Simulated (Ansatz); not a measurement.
Reactions of C3H5ClOSi, SMILES `C=C=C(Cl)O[SiH3]`.

Isolated molecules relaxed with PBE0-D4/def2-TZVP in Ansatz; ΔE leaves out vibrations. CCSD(T)/CBS is the MP2 limit (def2-TZVPP, def2-QZVPP) plus CCSD(T) − MP2 in def2-TZVPP, frozen cores. This one scheme is used for every species. Functionals use def2-TZVPP. Elements past krypton have def2 core potentials. For In, Zn outer-core shells are correlated without core-valence functions, which leaves a few kJ/mol of doubt a bond. Scalar relativity is left out up to krypton. One conformer a species, not always the lowest.

```tsv
reaction	CCSD(T)/CBS(def2) (kcal/mol)
`C=C=C(Cl)O[SiH3]` + `NCS` → `NCS[SiH3]` + `C=C=C(O)Cl`	?
`C=C=C(Cl)O[SiH3]` + `[OH][In]([Cl])[Cl]` → `[SiH3][O][In]([Cl])[Cl]` + `C=C=C(O)Cl`	-3.7
`C=C=C(Cl)O[SiH3]` + `O=C([SiH3])S` → `O=C([SiH3])S[SiH3]` + `C=C=C(O)Cl`	5.3
`C=C=C(Cl)O[SiH3]` + `C=C[SiH3]` → `[SiH3]/C=C/[SiH3]` + `C=C=C(O)Cl`	?
`C=C=C(Cl)O[SiH3]` + `CC(N)N` → `CC(N)N[SiH3]` + `C=C=C(O)Cl`	9.6
`C=C=C(Cl)O[SiH3]` + H₂ → `C=C=CCl` + silanol	-23.7
`C=C=C(Cl)O[SiH3]` + `O[CH2][ZnH]` → `[SiH3]O[CH2][ZnH]` + `C=C=C(O)Cl`	-2.8
```

(1) Fill in the missing values. (Best estimate.)

Largest T1 diagnostic: 0.017, for `O=C([SiH3])S`.

Results:

(1) Ansatz gave: `C=C=C(Cl)O[SiH3]` + `NCS` → `NCS[SiH3]` + `C=C=C(O)Cl`: +7.1 kcal/mol; `C=C=C(Cl)O[SiH3]` + `C=C[SiH3]` → `[SiH3]/C=C/[SiH3]` + `C=C=C(O)Cl`: +20.5 kcal/mol.
